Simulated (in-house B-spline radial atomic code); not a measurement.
A radial electron density 4πr²n(r) was computed for an atom or ion in its tabulated ground configuration with an all-electron radial atomic-structure program (B-spline basis); method: non-relativistic SCAN, spin-polarised, spherical fractional occupations. Columns: r (bohr), 4πr²n(r) (electrons per bohr), bar.

```
 0.00677    0.229 #
 0.00794   0.3084 #
 0.00931   0.4137 ##
  0.0109   0.5511 ##
  0.0128   0.7345 ###
   0.015   0.9696 ####
  0.0176    1.274 ######
  0.0206    1.654 #######
  0.0242     2.14 ##########
  0.0284    2.733 ############
  0.0333    3.442 ################
   0.039    4.264 ###################
  0.0457    5.195 ########################
  0.0536    6.208 ############################
  0.0629    7.247 #################################
  0.0737    8.219 #####################################
  0.0864    9.031 #########################################
   0.101    9.557 ###########################################
   0.119    9.706 ############################################
   0.139      9.4 ###########################################
   0.163    8.637 #######################################
   0.192    7.489 ##################################
   0.225    6.231 ############################
   0.263    5.114 #######################
   0.309    4.342 ####################
   0.362     4.12 ###################
   0.425    4.427 ####################
   0.498    5.072 #######################
   0.584    5.766 ##########################
   0.684    6.192 ############################
   0.802    6.147 ############################
   0.941    5.588 #########################
     1.1    4.655 #####################
    1.29     3.52 ################
    1.52    2.386 ###########
    1.78    1.484 #######
    2.09   0.8238 ####
    2.45   0.4118 ##
    2.87   0.1824 #
    3.36  0.07095 
    3.94   0.0235
```

Which atom or ion is it?
A. F+
B. N
C. O
D. F

D. The area under the curve, ∫4πr²n dr = ∫r·4πr²n d(ln r) on this logarithmic grid, is 9 electrons, which only this option has. The configuration is [He] 2s2 2p5.
